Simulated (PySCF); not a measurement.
CH11NSi3, SMILES C[SiH2]N[SiH2][SiH3].

Coordinates come from a PBE0-D3(BJ)/def2-SVP optimisation. The structure was generated by enumeration, and PubChem lists no compound with its InChIKey, so it may never have been made. The values are those of a single conformer.

Computed with TDDFT-PBE/def2-SVPD (PySCF).

Vertical excitations. Isolated molecule, no solvent.

```tsv
state	energy (eV)	λ (nm)	f	main pairs
S1	4.96	250	0.007	HOMO→LUMO 99 %
S2	5.57	223	0.005	HOMO→LUMO+1 58 %, HOMO→LUMO+2 41 %
S3	5.62	221	0.009	HOMO→LUMO+2 58 %, HOMO→LUMO+1 40 %
S4	5.95	208	0.127	HOMO→LUMO+3 90 %
S5	6.13	202	0.047	HOMO→LUMO+4 89 %
S6	6.20	200	0.040	HOMO→LUMO+5 90 %
S7	6.44	193	0.010	HOMO→LUMO+6 61 %, HOMO−1→LUMO 36 %
S8	6.53	190	0.012	HOMO−1→LUMO 59 %, HOMO→LUMO+6 33 %
S9	6.66	186	0.035	HOMO→LUMO+7 94 %
S10	6.80	182	0.005	HOMO→LUMO+8 97 %
T1	4.63	268	0	HOMO→LUMO 99 %
T2	5.25	236	0	HOMO→LUMO+1 92 %
T3	5.44	228	0	HOMO→LUMO+2 92 %
T4	5.62	221	0	HOMO→LUMO+3 98 %
```
Triplets are in the Tamm–Dancoff approximation, which puts them higher than full response would, so one can lie above its singlet here.
